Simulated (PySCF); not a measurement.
# Ionisation energy of Cl⁺ by level of theory

Cl⁺ [Ne] 3s2 3p4 (3P) → Cl²⁺ [Ne] 3s2 3p3 (4S), as a difference of total energies. Calculation: PySCF 2.14, in aug-cc-pCVTZ-DK with one added diffuse shell each of s, p, d, f type (9s8p6d4f, 91 functions); the spin-free X2C one-electron Hamiltonian (Gaussian nucleus). Correlated levels: valence: [Ne] frozen; valence and next inner shell: 1s2 frozen; nothing frozen. The calculations carry no spin-orbit coupling.

| method | ionisation energy (eV) |
| --- | --- |
| UHF | 22.573 |
| LDA | 23.960 |
| PBE | 23.841 |
| PBE0 | 23.832 |
| r2SCAN | 23.798 |
| HSE06 | 23.838 |
| PW91 | 23.928 |
| CAM-B3LYP | 23.961 |
| B97-3 | 23.898 |
| MP2 (valence) | 23.366 |
| SCS-MP2 (valence) | 23.454 |
| MP2 (valence and next inner shell) | 23.391 |
| SCS-MP2 (valence and next inner shell) | 23.469 |
| MP2 (all electrons) | 23.393 |
| SCS-MP2 (all electrons) | 23.470 |

Task: How much does correlation contribute at MP2 (all electrons)?

Result: 23.393 − (22.573) = 0.820 eV, measured against UHF.

Errors of the correlated levels include the incompleteness of this basis and the frozen core.

For comparison: 23.771 eV (measured; NIST levels, between the centres of gravity of the two terms).
